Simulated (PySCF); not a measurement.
C₃H₅ClOSi, SMILES C=C=C(Cl)[SiH2]O.

Coordinates come from a B3LYP-D3(BJ)/def2-SVP optimisation. The structure was generated by enumeration, and PubChem lists no compound with its InChIKey, so it may never have been made. The values are those of a single conformer.

Method: TDA-PBE0/def2-SVPD in PySCF.

Vertical excitations. Gas-phase values at a fixed geometry.

```
state  energy (eV)  λ (nm)      f                                                               main pairs
-----  -----------  ------  -----  -----------------------------------------------------------------------
S1            4.72     263  0.000                                                           HOMO→LUMO 98 %
S2            5.88     211  0.001                                                       HOMO−1→LUMO+1 88 %
S3            5.96     208  0.007  HOMO−2→LUMO 40 %, HOMO−1→LUMO 40 %, HOMO→LUMO+1 11 %, HOMO−1→LUMO+1 6 %
S4            6.42     193  0.011                     HOMO→LUMO+1 30 %, HOMO→LUMO+2 28 %, HOMO−2→LUMO 27 %
S5            6.48     191  0.001                                       HOMO→LUMO+2 68 %, HOMO−2→LUMO 13 %
S6            6.76     183  0.001                                     HOMO−3→LUMO 55 %, HOMO−2→LUMO+1 37 %
S7            6.79     183  0.009                                     HOMO−2→LUMO+1 56 %, HOMO−3→LUMO 36 %
S8            7.06     176  0.016                                                       HOMO−1→LUMO+2 88 %
S9            7.17     173  0.045                                                         HOMO→LUMO+3 84 %
S10           7.31     170  0.973     HOMO−1→LUMO 32 %, HOMO→LUMO+1 26 %, HOMO−2→LUMO 9 %, HOMO→LUMO+3 6 %
T1            4.08     304      0                                       HOMO−1→LUMO 58 %, HOMO→LUMO+1 24 %
T2            4.27     291      0                                                           HOMO→LUMO 85 %
T3            4.28     290      0                       HOMO→LUMO+1 65 %, HOMO−1→LUMO 18 %, HOMO→LUMO 10 %
T4            5.43     228      0                                                       HOMO−1→LUMO+1 95 %
```
Triplets are in the Tamm–Dancoff approximation.
